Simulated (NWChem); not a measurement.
Molecule: SrH$_{2}$SO; SMILES [SH][Sr][OH]

```xyz
5

Sr    -0.3264     0.4485     0.0000
O      0.7527     2.2886     0.0000
H      1.3585     3.0308     0.0000
S      0.2162    -2.2641     0.0000
H      1.5643    -2.1591     0.0000
```
Atoms are numbered in this order, from 1.

Results from NWChem. Coordinates come from a PBE0/def2-SVP optimisation. def2 effective core potentials on Sr; no spin-orbit coupling. Vertical excitations in the gas phase; the lowest state need not have the same character in each row.

```
level                    lowest excitation, singlet (eV)  oscillator strength of that lowest state  orbital gap (eV)
-----------------------  -------------------------------  ----------------------------------------  ----------------
B3LYP/def2-SVP, TDA                                 2.74                                     0.024              3.55
BHandHLYP/def2-SVP, TDA                             3.40                                     0.036              5.42
CAM-B3LYP/def2-SVP, TDA                                …                                     0.039                 …
```

Question: What belongs in the gaps?

Answer: 
- CAM-B3LYP/def2-SVP, TDA, lowest excitation, singlet (eV): 3.31
- CAM-B3LYP/def2-SVP, TDA, orbital gap (eV): 5.87
